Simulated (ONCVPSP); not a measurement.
**An all-electron radial function and its pseudo partner (Sn (Z = 50))**

Columns: radius, all-electron u(r) and pseudo u(r) of the 4d shell (level -43.21 eV) of tin in the configuration [Kr] 4d10 5s2; PBE, scalar-relativistic, ONCV scheme, ONCVPSP 4.0.1.

```
r (bohr)  all-electron  pseudo
   0.132       -0.4273  0.0143
   0.264       -0.4570  0.1035
   0.396        0.0328  0.2967
   0.528        0.5352  0.5606
   0.660        0.8634  0.8206
   0.792        1.0129  1.0038
   0.924        1.0352  1.0740
   1.056        0.9829  1.0406
   1.188        0.8937  0.9416
   1.320        0.7908  0.8185
   1.452        0.6874  0.6988
   1.584        0.5902  0.5933
   1.716        0.5023  0.5027
   1.848        0.4246  0.4245
   1.980        0.3571  0.3570
   2.112        0.2990  0.2990
   2.244        0.2495  0.2495
   2.376        0.2076  0.2075
   2.508        0.1722  0.1722
   2.640        0.1425  0.1425
   2.772        0.1177  0.1177
   2.904        0.0970  0.0970
   3.036        0.0798  0.0798
   3.168        0.0656  0.0656
   3.300        0.0538  0.0538
   3.432        0.0441  0.0441
```

Question: How many radial nodes do the two functions have?

Answer: The all-electron 4d function has n − l − 1 = 1; the pseudo-wave has 0, since the states of the same l below it are removed with the core.

Question: At about which radius was the pseudo-wave matched?

Answer: 1.98 bohr. The columns agree to 0.0005 from 1.72 bohr on; several derivatives are matched, so the curves merge somewhat inside the radius.

Question: Is the pseudo-wave norm-conserving?

Answer: Yes: the ONCV scheme keeps the norm inside the radius equal to the all-electron one, which fixes the energy derivative of the logarithmic derivative at the level.
